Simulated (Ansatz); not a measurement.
Geometry optimisation, RKS PBE-D4/def2-mTZVP (Ansatz).

input.yaml

```yaml
crystal:
  periodic: [false, false, false]
  atoms:
    - { symbol: C, position_ang: [0.122, 1.463, 0.6533] }
    - { symbol: B, position_ang: [-0.0188, -0.0785, 0.5837] }
    - { symbol: O, position_ang: [0.0795, -0.8574, 1.7963] }
    - { symbol: Sn, position_ang: [-0.2672, -1.096, -1.3561] }
    - { symbol: H, position_ang: [1.063, 1.8008, 1.0309] }
    - { symbol: H, position_ang: [-0.0468, 1.9459, -0.3788] }
    - { symbol: H, position_ang: [-0.7038, 1.9016, 1.3017] }
    - { symbol: H, position_ang: [1.1199, -1.0322, 1.8786] }
    - { symbol: H, position_ang: [-1.852, -0.5517, -2.0038] }
    - { symbol: H, position_ang: [0.9747, -0.7165, -2.4187] }
    - { symbol: H, position_ang: [-0.4051, -2.836, -1.0666] }
basis:
  gaussian: { orbitals: def2-mTZVP }
hamiltonian:
  xc: pbe
  dispersion: d4
relax:
  f_tol: 0.02
  max_steps: 50
```

Run as:

```bash
$ ansatz run input.yaml --threads 2 --pin off --max-ram 3072MiB --backend cpu --events-out ev --progress --plain --runs-dir out
```

Where does it end, and by what steps?

It converged. The force dipped under the threshold on the way, but the program's further checks kept it going. After 23 steps the energy has fallen by 1.158 eV; H8 moved furthest, 1.17 Å.

| step | energy less start (eV) | largest force component (eV/Å) | accepted |
| --- | --- | --- | --- |
| 0 | 0.0000 | 2.907 | yes |
| 1 | -0.3614 | 1.879 | yes |
| 2 | -0.4523 | 0.889 | yes |
| 3 | -0.6022 | 1.153 | yes |
| 4 | -0.6668 | 2.589 | yes |
| 5 | -1.0117 | 0.863 | yes |
| 6 | -1.1091 | 0.253 | yes |
| 7 | -1.0956 | 0.522 | no |
| 8 | -1.1192 | 0.126 | yes |
| 9 | -1.1203 | 0.183 | yes |
| 10 | -1.1290 | 0.050 | yes |
| 11 | -1.1151 | 0.701 | no |
| 12 | -1.1345 | 0.040 | yes |
| 13 | -1.1381 | 0.133 | yes |
| 14 | -1.1387 | 0.355 | yes |
| 15 | -1.1507 | 0.223 | yes |
| 16 | -1.1417 | 0.470 | no |
| 17 | -1.1541 | 0.038 | yes |
| 18 | -1.1547 | 0.198 | yes |
| 19 | -1.1567 | 0.107 | yes |
| 20 | -1.1579 | 0.010 | yes |
| 21 | -1.1582 | 0.052 | yes |
| 22 | -1.1583 | 0.034 | yes |
| 23 | -1.1585 | 0.014 | yes |

```xyz
11
Properties=species:S:1:pos:R:3
C 0.102 1.611 0.702
B 0.061 0.047 0.652
O 0.146 -0.644 1.828
Sn -0.133 -1.110 -1.322
H 0.955 1.997 0.117
H -0.792 2.051 0.229
H 0.182 2.006 1.727
H 0.117 -1.613 1.726
H -1.614 -0.798 -2.162
H 1.135 -0.780 -2.452
H -0.094 -2.824 -1.026
```

Time of the run: 60 s on 2 threads of Arm Neoverse V2, with other jobs on the host, peak memory 0.16 GiB.
